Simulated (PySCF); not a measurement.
Zn(OMe)(NH2) (CH5NOZn), SMILES C[O][Zn][NH2].

Geometry: PBE0-D3(BJ)/def2-SVP. The structure was generated by enumeration; whether it is a known compound was not checked. Other conformers were not sampled.

Calculation: PBE0/def2-TZVP run with PySCF.

Symmetry labels are those of the subgroup Cs that the program uses (full group Cs).

Computed valence orbital energies around the gap with their symmetry:
| orbital | symmetry | energy (eV) |
|---|---|---|
| HOMO−7 | A" | -12.67 |
| HOMO−6 | A' | -12.09 |
| HOMO−5 | A" | -11.79 |
| HOMO−4 | A' | -11.47 |
| HOMO−3 | A' | -10.25 |
| HOMO−2 | A' | -7.78 |
| HOMO−1 | A" | -7.26 |
| HOMO | A' | -7.07 |
| LUMO | A' | -0.68 |
| LUMO+1 | A" | 0.23 |
| LUMO+2 | A' | 0.58 |
| LUMO+3 | A' | 1.55 |
